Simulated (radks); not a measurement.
The numbers below are computed, except where a source is named.
Problem. These are the eigenvalues of the occupied orbitals of an atom or ion with whole-number occupations (eV). Level of theory: scalar-relativistic Kohn-Sham, SOGGA, spin-polarised, spherical densities, finite nucleus; Fermi nuclear charge, rms radius of each element as measured or else 0.836 A^(1/3) + 0.57 fm (a radial shooting solver on a logarithmic mesh with Libxc functionals).

1s up: -78401.21
1s down: -78401.07
2s up: -13800.63
2s down: -13800.40
2p up: -11970.21
2p down: -11969.96
3s up: -3265.765
3s down: -3265.612
3p up: -2732.426
3p down: -2732.255
3d up: -2152.615
3d down: -2152.399
4s up: -726.4221
4s down: -726.1051
4p up: -551.4113
4p down: -551.0905
4d up: -338.5364
4d down: -338.1542
5s up: -133.3002
5s down: -131.2278
4f up: -101.9314
4f down: -101.3734
5p up: -86.9743
5p down: -84.6865
5d up: -34.2953
5d down: -32.1131
6d up: -9.5471

Which element is it, and in what charge state? The configuration may be excited. Open shells, if any, are filled with parallel spins first.

Solution. Z = 78, platinum, charge +2: Pt2+ in [Kr] 4d10 4f14 5s2 5p5 5d8 6d1. The list shows which subshells hold electrons but not how many an open one holds; the 1s level, -2881.2 hartree, gives Z - s = 75.9 by -(Z - s)^2/2, which with screening and relativity narrows Z to a few neighbours, and the depths of the outer levels then fix element, charge and occupations together.
